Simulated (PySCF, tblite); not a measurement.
Compound: C₄H₁₀O₂Si.
Cartesian coordinates in Å at the GFN2-xTB level; atoms count from 1:
```xyz
17
C4H10O2Si angstrom
O     -0.7828    1.8969   -1.6863
C     -1.4278    0.9396   -2.0111
C     -1.0832   -0.4939   -1.7358
C      0.1234   -0.6495   -0.8111
C     -0.2139   -0.2806    0.6315
Si     1.3348   -0.1204    1.7281
O      2.3934    0.9168    1.0632
H     -2.3715    1.0596   -2.5829
H     -1.9659   -0.9856   -1.3176
H     -0.8912   -0.9599   -2.7078
H      0.9210   -0.0018   -1.1801
H      0.4851   -1.6785   -0.8504
H     -0.9051   -1.0191    1.0389
H     -0.7467    0.6729    0.6306
H      0.9136    0.3405    3.0537
H      2.1060   -1.3561    1.7748
H      2.1037    1.7311    0.6583
```

Computed with CAM-B3LYP/def2-SVPD in PySCF (dipole) on a GFN2-xTB geometry, gas phase.

Take the most abundant isotopes and a rigid rotor. The values belong to one conformer with, in the numbering `[O:1]=[CH:2][CH2:3][CH2:4][CH2:5][SiH2:6][OH:7]`, O1–C2–C3–C4 8°, C2–C3–C4–C5 73°, C3–C4–C5–Si6 -168°, C4–C5–Si6–O7 54°, C5–Si6–O7–H 41°.

Task: What are A, B and C (MHz)?

Result: Ia = 126.56, Ib = 478.67, Ic = 543.89 u·Å²; 505379 MHz·u·Å²/I gives A = 3993, B = 1056, C = 929.2 MHz.

Task: Classify the top.

Result: A near-prolate asymmetric top. Ray's parameter κ = (2B − A − C)/(A − C) = -0.917; −1 is the prolate and +1 the oblate limit.

Task: Is it planar, by Δ = Ic − Ia − Ib?

Result: Not planar: Δ = Ic − Ia − Ib = -61.34 u·Å². For a rigid frame Δ = −2 Σ m c², so Σ m c² = 30.67 u·Å² lies off the ab plane: 11.09 from hydrogen and 19.58 from heavier atoms. The atom farthest from that plane is 1.55 Å away.

Task: List the rotational levels J(Ka,Kc) to J = 4 (K).

Result: Above 0(0,0), as E/k:
J = 1: 1(0,1) 0.095, 1(1,1) 0.236, 1(1,0) 0.242
J = 2: 2(0,2) 0.286, 2(1,2) 0.421, 2(1,1) 0.439, 2(2,1) 0.862, 2(2,0) 0.862
J = 3: 3(0,3) 0.571, 3(1,3) 0.697, 3(1,2) 0.734, 3(2,2) 1.148, 3(2,1) 1.149, 3(3,1) 1.868, 3(3,0) 1.868
J = 4: 4(0,4) 0.950, 4(1,4) 1.066, 4(1,3) 1.127, 4(2,3) 1.529, 4(2,2) 1.531, 4(3,2) 2.249, 4(3,1) 2.249, 4(4,1) 3.257, 4(4,0) 3.257
Those of J = 1 are B + C, A + C and A + B.

Task: Predict some low-J microwave lines.

Result: The dipole components are |μa| = 2.27 D, |μb| = 2.29 D, |μc| = 0.41 D. Intensities carry the squares of the components, which stand as 0.98 : 1.00 : 0.03 (a : b : c). Some lines, for components of 0.1 D or more:

```
type  branch         J(Ka,Kc)    MHz  lower level (cm⁻¹)
   a       Q  3(1,2) ← 3(1,3)    759               0.485
   a       R  1(0,1) ← 0(0,0)   1985               0.000
   b       Q  4(1,3) ← 4(0,4)   3683               0.660
   c       R  1(1,0) ← 0(0,0)   5049               0.000
   b       R  2(1,2) ← 1(0,1)   6781               0.066
   c       R  2(1,1) ← 1(0,1)   7161               0.066
   b       R  3(1,3) ← 2(0,2)   8578               0.199
   b       Q  2(2,1) ← 2(1,2)   9192               0.292
   c       R  2(2,1) ← 1(1,1)  13036               0.164
   b       Q  3(3,0) ← 3(2,1)  14987               0.798
   b       Q  4(3,2) ← 4(2,3)  15017               1.062
   b       R  3(2,1) ← 2(1,2)  15167               0.292
   c       R  4(2,2) ← 3(1,2)  16622               0.510
   b       R  4(2,2) ← 3(1,3)  17381               0.485
   c       Q  4(4,1) ← 4(3,1)  20998               1.563
   b       Q  4(4,0) ← 4(3,1)  20998               1.563
   b       Q  4(4,1) ← 4(3,2)  20999               1.563
   c       R  4(3,1) ← 3(2,1)  22935               0.798
   b       R  4(4,1) ← 3(3,0)  28946               1.298
   b       R  4(4,0) ← 3(3,1)  28946               1.298
```

Task: Estimate the classical rotational partition function at 10 K, 100 K and 200 K.

Result: Point group C1, symmetry number σ = 1; q = (√π/σ)·√((kT/h)³/(ABC)), k/h = 20836.6 MHz/K: 2690 at 10 K, 85200 at 100 K, 241000 at 200 K.

Its GFN2-xTB frequencies are all real (lowest 25 cm⁻¹). Zero-point vibration and centrifugal distortion are left out.
